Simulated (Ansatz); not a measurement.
System: CH$_{2}$FNOSi, charge 0, singlet. CH2FNOSi (fluoro(isocyanato)silane, SMILES O=C=N[SiH2]F).
B3LYP-D3(BJ)/def2-TZVP minimum from Ansatz (a first-principles code):
```xyz
7

Si    -1.2007     0.3590    -0.1760
F     -1.5779    -0.0175     1.3297
N      0.4469     0.0397    -0.4329
C      1.5956    -0.2859    -0.3760
O      2.7194    -0.5926    -0.3474
H     -1.4456     1.7960    -0.3644
H     -2.0007    -0.4867    -1.0735
```

Quantity: atomisation energy (electronic, to ground-state atoms), in kcal/mol. Radicals and triplets start from unrestricted determinants; spin-orbit coupling is neglected. CBS(X,Y): correlation extrapolated as X^-3, Hartree-Fock from the larger set. A bracket is a step between two methods taken in the basis named. Functionals run without relativity, which enters their misses. 'core' is core correlation in cc-pwCVTZ (1s frozen past Ne), 'X2C' scalar relativity in cc-pVTZ-DK, both at CCSD(T). Where a partner has so few electrons that a lower coupled-cluster level is exact, that level stands in.

CCSD(T)/CBS(cc-pV(T+d)Z,cc-pV(Q+d)Z) + [CCSDT(Q) - CCSD(T)]/cc-pV(D+d)Z + core + X2C (Ansatz) gives 728.4 kcal/mol.

Q: How far off this value is PBE/def2-TZVPD (Ansatz), in which direction, and which of these levels come nearer: r2SCAN/def2-TZVPD, PBE0/def2-TZVPD, CCSD(T)/CBS(cc-pV(T+d)Z,cc-pV(Q+d)Z) + core + X2C?

A: PBE gives 749.5 kcal/mol, 21.1 kcal/mol above it. Differences of the others: r2SCAN/def2-TZVPD (Ansatz) 0.9; PBE0/def2-TZVPD (Ansatz) -5.7; CCSD(T)/CBS(cc-pV(T+d)Z,cc-pV(Q+d)Z) + core + X2C (Ansatz) -1.1 kcal/mol. Nearer than PBE: r2SCAN/def2-TZVPD, PBE0/def2-TZVPD, CCSD(T)/CBS(cc-pV(T+d)Z,cc-pV(Q+d)Z) + core + X2C.
